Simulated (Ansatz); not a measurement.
Relaxation of a periodic cell of 17 atoms, Na16B (host Na, host structure bcc, interstitial B), to a largest force component of 0.08 eV/Å in at most 25 steps.

Level of theory: Ansatz 0.2.0, DFT PBE, scalar-relativistic, plane waves, PAW. Settings: accuracy low, cutoff 420 eV, k mesh 2x2x2, fermi-dirac smearing 0.15 eV, no spin polarisation.

```xyz
17
Lattice="8.4600 0.0000 0.0000 0.0000 8.4600 0.0000 0.0000 0.0000 8.4600" Properties=species:S:1:pos:R:3:forces:R:3
Na 0.000 0.000 0.000 0.02 0.64 0.32
Na 4.230 0.000 0.000 0.00 0.03 0.01
Na 0.000 4.230 0.000 0.02 -0.65 0.32
Na 0.000 0.000 4.230 0.00 -0.06 0.14
Na 2.115 2.115 2.115 0.03 0.00 0.04
Na 4.230 4.230 0.000 0.00 -0.03 0.01
Na 4.230 0.000 4.230 0.00 0.03 -0.03
Na 6.345 2.115 2.115 -0.03 0.00 0.04
Na 0.000 4.230 4.230 0.00 0.06 0.14
Na 2.115 6.345 2.115 -0.06 0.00 -0.13
Na 2.115 2.115 6.345 0.03 0.00 -0.01
Na 4.230 4.230 4.230 0.00 -0.03 -0.03
Na 6.345 6.345 2.115 0.07 0.00 -0.15
Na 6.345 2.115 6.345 -0.02 0.00 -0.01
Na 2.115 6.345 6.345 0.41 0.00 -0.21
Na 6.345 6.345 6.345 -0.79 0.00 -0.41
B -0.063 6.343 7.422 0.32 0.01 -0.01
```

Task: Where does it end, and by what steps?

Result: The run converged. The threshold is loose, so the end isn't yet a minimum. Limits of this set-up: coarse k mesh, odd electron count without spin, low accuracy level. After 4 steps the energy has fallen by 0.681 eV; Na10 moved furthest, 0.65 Å.

| step | energy less start (eV) | largest force component (eV/Å) | accepted |
| --- | --- | --- | --- |
| 0 | 0.0000 | 0.785 | yes |
| 1 | -0.2894 | 0.290 | yes |
| 2 | -0.4575 | 0.150 | yes |
| 3 | -0.5924 | 0.098 | yes |
| 4 | -0.6814 | 0.040 | yes |

```xyz
17
Lattice="8.4600 0.0000 0.0000 0.0000 8.4600 0.0000 0.0000 0.0000 8.4600" Properties=species:S:1:pos:R:3
Na -0.003 0.389 -0.154
Na 4.227 0.251 0.180
Na -0.003 3.841 -0.155
Na -0.004 -0.294 4.699
Na 1.939 2.115 2.437
Na 4.227 3.979 0.180
Na 4.227 -0.241 3.918
Na 6.516 2.115 2.437
Na -0.004 4.524 4.700
Na 1.754 6.345 1.570
Na 2.392 2.115 6.121
Na 4.227 4.471 3.919
Na 6.700 6.345 1.567
Na 6.064 2.115 6.121
Na 2.374 6.345 6.502
Na 6.077 6.345 6.501
B -0.011 6.345 7.638
```

Time of the run: 47 s on 2 threads of Arm Neoverse V2 (shared host), peak memory 1 GiB.
